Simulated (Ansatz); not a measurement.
One change: `F[SiH2][SiH](F)Br` becomes `CC[SiH](F)Br`.

Ansatz, PBE0-D4/def2-TZVP geometries, multiplicity 1. Each molecule was computed in one conformer, which needn't be the lowest.

Scalar relativity is left out up to krypton. Spin–orbit coupling is left out; it splits and shifts lone-pair levels of the heavy atoms by tenths of an eV.

| property | `F[SiH2][SiH](F)Br` |
| --- | --- |
| HOMO–LUMO gap (PBE/def2-TZVPP) / eV | 4.81 |
| HOMO energy (B3LYP/def2-TZVPP) / eV | -8.06 |
| LUMO energy (ωB97M-V/def2-TZVPP) / eV | 0.41 |
| HOMO–LUMO gap (PBE0/def2-TZVPP) / eV | 6.89 |
| size of the dipole moment (PBE/def2-TZVPP) / D | 0.95 |
| HOMO energy (ωB97M-V/def2-TZVPP) / eV | -10.33 |

Problem. Give the same properties after the change, and the shifts. (Estimate.)

Solution. Computed: 
```json
{"property": "HOMO–LUMO gap (PBE/def2-TZVPP) / eV", "`CC[SiH](F)Br`": "6.60", "shift": "1.79"}
{"property": "HOMO energy (B3LYP/def2-TZVPP) / eV", "`CC[SiH](F)Br`": "-8.13", "shift": "-0.07"}
{"property": "LUMO energy (ωB97M-V/def2-TZVPP) / eV", "`CC[SiH](F)Br`": "2.16", "shift": "1.75"}
{"property": "HOMO–LUMO gap (PBE0/def2-TZVPP) / eV", "`CC[SiH](F)Br`": "8.78", "shift": "1.89"}
{"property": "size of the dipole moment (PBE/def2-TZVPP) / D", "`CC[SiH](F)Br`": "2.18", "shift": "1.23"}
{"property": "HOMO energy (ωB97M-V/def2-TZVPP) / eV", "`CC[SiH](F)Br`": "-10.57", "shift": "-0.24"}
```

With PBE0 the HOMO falls by 0.09 eV and the LUMO rises by 1.80 eV, so the gap widens by about 1.89 eV. PBE moves the HOMO by -0.04 eV and ωB97M-V by -0.24 eV. Dipoles are sizes alone; their direction can turn.

B3LYP here is the variant with VWN-RPA as its local correlation; programs differ in this.
